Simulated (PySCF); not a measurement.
**Tl: ionisation energy**

Tl [Xe] 4f14 5d10 6s2 6p1 (2P) → Tl+ [Xe] 4f14 5d10 6s2 (1S), as a difference of total energies. Calculation: PySCF 2.14, in aug-cc-pVTZ-DK3 (9s8p6d3f, 84 functions); scalar relativity by spin-free X2C-1e. Correlated levels: valence: [Xe] 4f14 5d10 frozen. The calculations carry no spin-orbit coupling.

| method | ionisation energy (eV) | plus first-order spin-orbit estimate | error of that sum (eV) |
| --- | --- | --- | --- |
| UHF | 4.990 | 5.522 | -0.586 |
| LDA | 5.564 | 6.096 | -0.012 |
| PBE | 5.407 | 5.939 | -0.169 |
| PBE0 | 5.422 | 5.953 | -0.155 |
| r2SCAN | 5.482 | 6.013 | -0.095 |
| B3LYP | 5.485 | 6.017 | -0.091 |
| MN15 | 5.524 | 6.056 | -0.052 |
| MP2 (valence) | 5.164 | 5.696 | -0.412 |
| SCS-MP2 (valence) | 5.145 | 5.677 | -0.431 |

Reference: 6.108 eV (measured; NIST Atomic Spectra Database, ionization energies).

A first-order spin-orbit estimate (lowest level to lowest level, LS coupling) adds 0.531 eV.

Errors of the correlated levels include the incompleteness of this basis and the frozen core.
